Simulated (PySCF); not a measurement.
Working out the excitation energy of As+

As+ [Ar] 3d10 4s2 4p2 (3P) → As+ [Ar] 3d10 4s1 4p2 4d1 (high-spin determinant). Calculation: PySCF 2.14, in x2c-TZVPPall with one added diffuse shell each of s, p, d type (7s6p5d1f, 57 functions); the spin-free X2C one-electron Hamiltonian (Gaussian nucleus). Frozen: [Ar] 3d10. Energies in hartree (1 hartree = 27.21139 eV):

```tsv
part	As+ (lower)	As+ (upper)
UHF	-2258.664439	-2258.032686
CCSD correlation	-0.067908	-0.035077
(T)	-0.001586	-0.003972
```

Question: What does Hartree-Fock give?

Answer: (-2258.032686) − (-2258.664439) = 0.631753 hartree = 17.191 eV.

Question: What do CCSD and CCSD(T) give?

Answer: The CCSD correlation energies differ by 0.032831 hartree = 0.893 eV and the triples by -0.002386 hartree = -0.065 eV, so CCSD gives 18.084 eV and CCSD(T) 18.019 eV.

One determinant mixes LS terms, so it does not stand for a single term.

The coupled-cluster amplitudes are large, so a single reference is strained.
